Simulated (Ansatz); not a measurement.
Job for Ansatz (a program for electronic structure): R-CCSD(T)/def2-SVP on CH8GeSi (SMILES [SiH3][CH2][GeH3]), a point of a torsion scan. The run froze 20 orbitals, filled d shells among them.

Ansatz 0.2 input:
```yaml
crystal:
  periodic: [false, false, false]
  atoms:
    - {symbol: Si, position_ang: [1.50382472, 0.65190351, -0.02200626]}
    - {symbol: C, position_ang: [0.24427353, -0.76915872, -0.09538972]}
    - {symbol: Ge, position_ang: [-1.61794613, -0.16924907, 0.08179602]}
    - {symbol: H, position_ang: [2.84973346, 0.08654105, -0.15974498]}
    - {symbol: H, position_ang: [1.24738710, 1.58530917, -1.12162709]}
    - {symbol: H, position_ang: [1.38880763, 1.35116367, 1.25980575]}
    - {symbol: H, position_ang: [0.45402018, -1.49751774, 0.68752587]}
    - {symbol: H, position_ang: [0.35399404, -1.29306785, -1.04538799]}
    - {symbol: H, position_ang: [-1.88137767, 1.09907922, -0.66626971]}
    - {symbol: H, position_ang: [-1.96798887, 0.10415464, 1.51139723]}
    - {symbol: H, position_ang: [-2.59078494, -1.19711833, -0.41618184]}
basis:
  gaussian:
    orbitals: def2-SVP
magnetization: {spin_polarized: false}
correlation: {method: ccsd_t, electrons: outside_noble_gas}
scf: {lower_state_search: off}
```

Output:

```
WARN ansatz: RAYON_NUM_THREADS=1 ignored (pool sized by the plan → 1); use --threads N
Functional definition: HF
these checks for a lower state are left out or cut short: stability, starts, cluster_reference, orbital_swaps, neighbouring_geometries, increment
integrals: 0.14 GiB planned
1039 factors; integrals over basis functions are off by at most 1.3e-3 eV
mean field: 0.35 GiB planned
mean field evaluation 1: about -65480.5531 eV, gradient 2.2e1 eV
mean field evaluation 2: about -65480.5751 eV, gradient 2.2e1 eV
mean field evaluation 4: about -65482.2955 eV, gradient 2.9e0 eV
mean field evaluation 8: about -65482.3245 eV, gradient 1.3e-1 eV
mean field -65482.32452295 eV, -2406.4310407046 hartree, gradient 3.3e-6 eV, S^2 0.000000; 0 other end points of the search recorded, 0 dependent functions left out
20 core orbitals not correlated
reference -65482.32452295 eV, -2406.4310407046 hartree; 10, 10 occupied and 74, 74 virtual orbitals, 1039 factors
second order -9.62303362 eV of doubles, -0.00000000 eV of singles
coupled cluster: 0.31 GiB planned
cycle   1  -10.76715118 eV  change    -1.1e0 eV  update   7.8e-2
cycle   2  -11.18822129 eV  change   -4.2e-1 eV  update   2.5e-2
cycle   3  -11.21695112 eV  change   -2.9e-2 eV  update   6.4e-3
cycle   4  -11.21526057 eV  change    1.7e-3 eV  update   2.1e-3
cycle   5  -11.21480630 eV  change    4.5e-4 eV  update   4.8e-4
cycle   6  -11.21471975 eV  change    8.7e-5 eV  update   1.4e-4
cycle   7  -11.21472886 eV  change   -9.1e-6 eV  update   3.9e-5
cycle   8  -11.21473350 eV  change   -4.6e-6 eV  update   1.1e-5
perturbative correction -0.29049798 eV, -0.0106756039 hartree
Total energy: -65493.82975443 eV, -2406.8538501632 hartree
Checks for a lower state left out: stability, starts, cluster_reference, orbital_swaps, neighbouring_geometries, increment
```

Self-consistency was reached.

Cost: about 5 core-seconds (a rough figure).
